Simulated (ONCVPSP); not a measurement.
What the settings do to the ONCV potential of Pb (Z = 82)

Base potential:

* Element: Pb (Z = 82)
* Generator: ONCVPSP 4.0.1
* Type: optimised norm-conserving Vanderbilt (ONCV)
* Functional: LDA (Perdew-Wang 92)
* Relativity: scalar-relativistic
* Frozen core: [Kr] 4d10 4f14
* Valence charge: 22
* Reference configuration: 5s2 5p6 5d10 6s2 6p1 (charge +1)
* Partial waves: 5s+6s: rc 1.15 bohr, ncon 4, nbas 7, qcut 8.4 1/bohr, 2 projectors; 5p+6p: rc 1.50 bohr, ncon 4, nbas 7, qcut 9.5 1/bohr, 2 projectors; 5d: rc 1.45 bohr, ncon 4, nbas 8, qcut 10.1 1/bohr, 1 projector; f scattering state at 0.08 Ha: rc 1.20 bohr, ncon 4, nbas 7, qcut 10.4 1/bohr, 1 projector
* Local potential: polynomial inside 0.90 bohr (lpopt 2, dvloc0 6 Ha)
* Core correction: polynomial model core, fcfact 0.2

All-electron outer shells of the reference configuration (LDA (PZ), scalar-relativistic, ld1.x):

```csv
shell,level (eV),outermost node (bohr),outermost maximum (bohr)
4d,-409.73,0.19,0.39
5s,-152.20,0.45,0.78
4f,-141.04,–,0.35
5p,-93.73,0.49,0.88
5d,-29.03,0.52,1.07
6s,-19.59,1.01,1.95
6p,-10.15,1.18,2.50
```

Cutoffs, loose and tight: the cutoffs (Ha) at which the residual kinetic energy of the hardest occupied pseudo-wave falls to 1 and 0.1 mHa per electron. They do not see the model core or the augmentation charge, which bear on the density cutoff. Test errors are all-electron minus pseudo excitation energies from the reference, over the configurations 5s2 5p6 5d10 6s2 6p2; 5s2 5p6 5d10 6s2 6p0; 5s2 5p6 5d10 6s1 6p0; 5s2 5p6 5d9 6s2 6p2. A dash means not determined; rows that change the core or the reference have their own tests.

```csv
change,outcome,"cutoff, loose","cutoff, tight",bound ghosts,GHOST(+) flags above zero,largest test error (meV)
base,generated,45 Ha,92 Ha,none,s,-19
d: rc 1.2,generated,45 Ha,92 Ha,none,s,-20
p: qcut 10.3,generated,45 Ha,92 Ha,none,s,-19
```

(1) What comes out with this change to the base: s: ncon 3, nbas 6?

Answers

(1) outcome: generated; cutoff, loose: 33 Ha; cutoff, tight: 76 Ha; bound ghosts: none; GHOST(+) flags above zero: none; largest test error (meV): -20.
